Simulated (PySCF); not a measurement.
Electron correlation in I(3+) (iodine, charge +3)

[Kr] 4d10 5s2 5p2, high-spin 3P determinant. All numbers are calculated (PySCF 2.14, a scalar-relativistic core potential, in def2-QZVPPD with the def2 core potential (28 electrons)). Frozen: 4s2 4p6 4d10; 4 electrons correlated.

| level | correlation energy (mhartree) |
| --- | --- |
| CCSD | -67.02 |
| (T) | -1.43 |
| CCSD(T) | -68.45 |

Diagnostics: T1 = 0.0059, D1 = 0.0152, largest double amplitude 0.088.

Cost of the coupled-cluster step: about 9 core-seconds, for 4 correlated electrons.

Iterations:

```
CC2 = 0
CCSD nocc = (np.int64(3), np.int64(1)), nmo = (82, 82)
frozen orbitals [[0, 1, 2, 3, 4, 5, 6, 7, 8], [0, 1, 2, 3, 4, 5, 6, 7, 8]]
max_cycle = 100
direct = 0
conv_tol = 1e-08
conv_tol_normt = 1e-06
diis_space = 8
diis_start_cycle = 0
Init t2, MP2 energy = -0.0545867491523423
Init E_corr(UCCSD) = -0.054586749152911
cycle = 1  E_corr(UCCSD) = -0.0635996627593473  dE = -0.00901291361  norm(t1,t2) = 0.035293
cycle = 2  E_corr(UCCSD) = -0.0658592173321122  dE = -0.00225955457  norm(t1,t2) = 0.0123329
cycle = 3  E_corr(UCCSD) = -0.067030857385111  dE = -0.00117164005  norm(t1,t2) = 0.00508705
cycle = 4  E_corr(UCCSD) = -0.0670123320669155  dE = 1.85253182e-05  norm(t1,t2) = 0.000693966
cycle = 5  E_corr(UCCSD) = -0.0670157827622546  dE = -3.45069534e-06  norm(t1,t2) = 8.05909e-05
cycle = 6  E_corr(UCCSD) = -0.0670151288327639  dE = 6.53929491e-07  norm(t1,t2) = 1.15203e-05
cycle = 7  E_corr(UCCSD) = -0.0670153463462116  dE = -2.17513448e-07  norm(t1,t2) = 1.71431e-06
cycle = 8  E_corr(UCCSD) = -0.0670153042553415  dE = 4.20908701e-08  norm(t1,t2) = 2.44429e-07
cycle = 9  E_corr(UCCSD) = -0.0670153056751936  dE = -1.4198521e-09  norm(t1,t2) = 4.29301e-08
UCCSD converged
E(UCCSD) = -294.6278621695516  E_corr = -0.06701530567519361
UCCSD(T) correction = -0.00142969382111435
```
